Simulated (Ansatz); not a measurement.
`F[SiH2]NP` + `[OH][SbH2]` → `P[O][SbH2]` + `N[SiH2]F`  (ligand exchange at a P–N bond)

Calculated with Ansatz (gas phase, PBE0-D4/def2-TZVP geometries, no zero-point term in ΔE). CCSD(T)/CBS is the MP2 limit (def2-TZVPP, def2-QZVPP) plus CCSD(T) − MP2 in def2-TZVPP, frozen cores. Functionals use def2-TZVPP. def2 core potentials past Kr. For Sb outer-core shells are correlated without core-valence functions, which leaves a few kJ/mol of doubt a bond. Each species was taken in one conformer, which may not be the lowest.

`F[SiH2]NP`:

```xyz
9

F     0.551    0.300    2.078
Si   -0.255   -0.565    1.000
N     0.438   -0.468   -0.557
P     0.377    0.848   -1.657
H    -0.207   -1.975    1.449
H    -1.617    0.008    0.957
H     1.075   -1.192   -0.850
H    -1.021    1.105   -1.633
H     0.658    1.939   -0.787
```

`[OH][SbH2]`:

```xyz
5

O    -0.322   -0.676    0.949
Sb    0.203    0.788   -0.266
H    -0.436   -0.332    1.838
H     1.450   -0.111   -1.021
H    -0.895    0.331   -1.499
```

`P[O][SbH2]`:

Z-matrix (Å, degrees):
```
P
Sb 1 3.136
O 1 1.640 2 33.4
H 1 1.426 2 122.2 3 52.4
H 1 1.427 2 118.8 3 -60.7
H 2 1.718 1 100.3 3 80.4
H 2 1.712 1 117.8 3 -15.5
```

`N[SiH2]F`:

Z-matrix (Å, degrees):
```
Si
F 1 1.605
N 1 1.696 2 114.6
H 1 1.479 2 105.8 3 -119.3
H 1 1.479 2 105.8 3 119.3
H 3 1.006 1 122.0 2 77.5
H 3 1.006 1 122.0 2 -77.5
```

```
     species  B2PLYP energy (Eh)
 `F[SiH2]NP`          -788.28904
`[OH][SbH2]`          -317.04674
`P[O][SbH2]`          -658.88645
  `N[SiH2]F`          -446.45500
```

Work out ΔE.

ΔE = (-658.88645) + (-446.45500) − (-788.28904) − (-317.04674) = -0.00567 Eh = -3.6 kcal/mol. CCSD(T)/CBS gives -3.1 kcal/mol.

Largest T1 diagnostic among the species: 0.015.

Leaving LDA and LC-ωPBE aside and taking each functional with its dispersion term where it has one, the values, not all of them listed here, spread over 1.9 kcal/mol, from BHLYP-D4 to revPBE-D4. At CCSD(T), def2-SVP lies +1.0 kcal/mol from the extrapolated value and def2-TZVPP +0.4 kcal/mol. In def2-TZVPP, CCSD(T) changes the Hartree–Fock value by +1.4 kcal/mol (the triples alone add +0.1 kcal/mol) and MP2 by +1.2 kcal/mol.
